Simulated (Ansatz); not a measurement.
Job for Ansatz (a first-principles code): R-PBE0/def2-TZVPP on ClH2NPb (SMILES [NH2][Pb][Cl]), a point of a torsion scan. Elements past Kr take the def2 small-core potentials; no spin–orbit coupling.

Ansatz 0.2 input:
```yaml
crystal:
  periodic: [false, false, false]
  atoms:
    - {symbol: N, position_ang: [-0.83368217, -0.08084010, -0.05545035]}
    - {symbol: Pb, position_ang: [1.15230635, -0.54121570, -0.63632538]}
    - {symbol: Cl, position_ang: [0.95141732, -2.99154906, -0.19099213]}
    - {symbol: H, position_ang: [-1.28080125, 0.82194539, -0.04839456]}
    - {symbol: H, position_ang: [-1.51158894, -0.74975565, 0.27043877]}
basis:
  gaussian:
    orbitals: def2-TZVPP
hamiltonian:
  xc: {name: PBE0}
scf: {lower_state_search: off}
```

It printed:

```
WARN ansatz: RAYON_NUM_THREADS=1 ignored (pool sized by the plan → 1); use --threads N
Functional definition: PBE0
these checks for a lower state are left out or cut short: stability, starts, cluster_reference, orbital_swaps, neighbouring_geometries, increment
integrals: 0.07 GiB planned
1028 factors; their error is unknown
mean field: 0.58 GiB planned
mean field evaluation 1: about -19281.1754 eV, gradient 6.8e1 eV
mean field evaluation 2: about -19227.7762 eV, gradient 1.4e2 eV
mean field evaluation 4: about -19290.3553 eV, gradient 1.2e1 eV
mean field evaluation 8: about -19290.6667 eV, gradient 1.2e-1 eV
mean field evaluation 16: about -19290.7448 eV, gradient 1.2e-4 eV
mean field -19290.74478489 eV, -708.9217951081 hartree, gradient 1.1e-6 eV, S^2 0.000000; 0 other end points of the search recorded, 0 dependent functions left out
reference -19290.74481452 eV, -708.9217961971 hartree; 24, 24 occupied and 127, 127 virtual orbitals, 1028 factors
Total energy: -19290.74481452 eV, -708.9217961971 hartree
Checks for a lower state left out: stability, starts, cluster_reference, orbital_swaps, neighbouring_geometries, increment
```

The run converged.

Cost: very roughly 4 core-seconds.
